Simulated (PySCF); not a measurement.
PySCF input file for ClGeH6NSi, SMILES [GeH3][NH][SiH2]Cl, HF/pcSseg-1. Geometry optimised at B3LYP-D3(BJ)/def2-SVP. The geometry has at least one imaginary mode, so it is a saddle point at that level. The structure was generated by enumeration, and PubChem lists no compound with its InChIKey, so it may never have been made. One conformer was computed; it need not be the lowest.

```python
import numpy as np
from pyscf import gto, scf, dft
from pyscf.prop.nmr import rhf as nmr

mol = gto.M(
    atom='''
    Si   -0.95952736   -1.49013225    0.00000000
    Cl    1.09284114   -1.86551304    0.00000000
    N    -1.12597691    0.22408110   -0.00000000
    Ge    0.19729822    1.53081376   -0.00000000
    H    -1.53685264   -2.14360820    1.20782005
    H    -1.53685264   -2.14360820   -1.20782005
    H    -2.07149005    0.60042902   -0.00000000
    H    -0.57696898    2.86487295   -0.00000000
    H     1.07277159    1.42143978   -1.26225087
    H     1.07277159    1.42143978    1.26225087
    ''',
    basis='pcSseg-1',
    charge=0,
    spin=0,
    max_memory=1600,
    verbose=3,
)
mf = scf.RHF(mol)
mf.conv_tol = 1e-10
mf.max_cycle = 100
mf.kernel()
n = nmr.NMR(mf)
n.verbose = 2
n.max_cycle_cphf = 60
sigma = n.kernel()
print('atom   isotropic/ppm   span/ppm')
for i, s in enumerate(sigma):
    w = np.linalg.eigvalsh((s + s.T) / 2)
    print(f'{mol.atom_symbol(i):2s}{i + 1:3d} {w.mean():14.3f} {w[2] - w[0]:11.3f}')
```

Program output:

```
converged SCF energy = -2881.52454177588
atom   isotropic/ppm   span/ppm
Si  1        411.313      55.546
Cl  2       1008.162     152.770
N   3        279.063     102.124
Ge  4       1636.333     207.259
H   5         26.806      10.054
H   6         26.806      10.054
H   7         32.498      26.103
H   8         27.457      17.643
H   9         27.147      17.010
H  10         27.147      17.010
```

The calculation finished and met its thresholds.
